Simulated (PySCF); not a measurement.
**Exercise with solution: oscillator strength and radiative lifetime**

TeCl4, SMILES Cl[Te](Cl)(Cl)Cl.

Geometry optimised at PBE0-D3(BJ)/def2-SVP. The isomer is the one that the SMILES or the coordinates give; other isomers of the formula were not compared. The def2 effective core potentials stand for the cores of Te; spin–orbit coupling is left out.

TDDFT-B3LYP/def2-SVPD (PySCF) puts the first singlet state with f over 0.02 at 3.91 eV (vertical), with the transition dipole (0.000, -0.485, 0.000) in atomic units.

Problem. Find the oscillator strength, the wavelength and the radiative lifetime that this transition would have in vacuum if emission retraced absorption.

Solution. 
|μ|² = 0.2352 au, so |μ| = 1.23 D. ΔE = 3.91/27.211 = 0.1437 hartree. f = (2/3) ΔE |μ|² = 0.023 (the program prints 0.023).
λ = 1239.84/3.91 = 317 nm; ν = 31536 cm⁻¹.
Einstein's coefficient A = 0.6670 ν² f s⁻¹ (ν in cm⁻¹) = 1.5e7 s⁻¹, so τ = 1/A = 67 ns. This state is S6; the lower singlets have f = 0.006, 0.007, 0.000, 0.000, 0.000. The figure is the radiative limit of this one transition; relaxation, internal conversion, crossing to triplets and a medium change what is measured.
